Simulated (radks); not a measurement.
Values are calculated unless marked as measured or tabulated.
K XIII, configuration [He] 2s2 2p3.

Code: a radial shooting solver on a logarithmic mesh with Libxc functionals. Model: non-relativistic Kohn-Sham, PBE, spin-polarised, spherical densities, point nucleus; open shells are filled with parallel spins first.

Energy parts (eV):
part                      energy
total                 -13849.281
kinetic                13843.654
electron-nucleus      -29665.854
Hartree                 2573.305
exchange-correlation    -600.386

Orbitals (lengths in bohr, moments of r in powers of bohr; <r^-3> diverges for s and p1/2):
orbital  occ.  eigenvalue (eV)  <r^-3>
1s up       1        -3980.071       -
1s down     1        -3969.949       -
2s up       1        -736.4836       -
2s down     1        -717.2745       -
2p up       3        -681.6565   186.0
2p down     0        -659.3106   182.2
3s up       0        -281.3943       -
3s down     0        -276.5548       -
3p up       0        -264.4931   43.72
3p down     0        -259.2992   43.05

The highest occupied level is 2p up at -681.66 eV. Summed over all electrons, <r^2> = 0.6895 bohr^2, which gives a Langevin (diamagnetic) susceptibility term of -0.546 x 10^-6 cm^3/mol. The spin density at the nucleus is -1.344 e/bohr^3 (1s -7.561, 2s 6.217), a Fermi contact field of -70.5 T. For comparison, the ionisation energy in NIST's Atomic Spectra Database is 714.7 eV (semi-empirical). In exact Kohn-Sham theory the highest level is minus the ionisation energy, but local and semilocal functionals leave it too shallow, through self-interaction and a potential that decays too fast; potentials with the right tail come closer. Virial ratio -V/T = 2.00041. Spin moment in Bohr magnetons: 3. The density falls to 0.001 e/bohr^3 at r = 1.10 bohr. The electron density at the nucleus is 4579 e/bohr^3.
